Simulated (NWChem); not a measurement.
System: SnSiH6O; SMILES [SiH3][O][SnH3]

Input file for NWChem:

```
start job
memory heap 200 mb stack 900 mb global 1100 mb
geometry units angstroms noautoz
  Sn    -0.004300     0.937164    -0.022439
  O     -0.611248    -0.954181    -0.028009
  Si     0.052878    -2.461915     0.019371
  H     -1.455391     1.830541    -0.076104
  H      0.875081     1.176245     1.425974
  H      0.966806     1.154908    -1.414459
  H      0.948911    -2.710563    -1.157718
  H     -1.041035    -3.478072     0.004419
  H      0.875580    -2.666969     1.256987
end
basis spherical
  * library 3-21g
end
dft
  xc hfexch
  iterations 150
  mulliken
end
task dft energy
```

Structure relaxed at the PBE0/def2-SVP (def2 core potentials past Kr) level.

### Question
Predict the main results of this run. (Hartree-Fock/3-21G, non-relativistic.) Quantities: basis functions; energy (Ha); highest occupied level (eV); orbital gap (eV); dipole (D).

### Answer
| Item | Result |
|---|---|
| number of basis functions | 65 |
| energy (Ha) | -6361.63 |
| highest occupied level (eV) | -11.36 |
| orbital gap (eV) | 14.21 |
| dipole (D) | 2.17 |
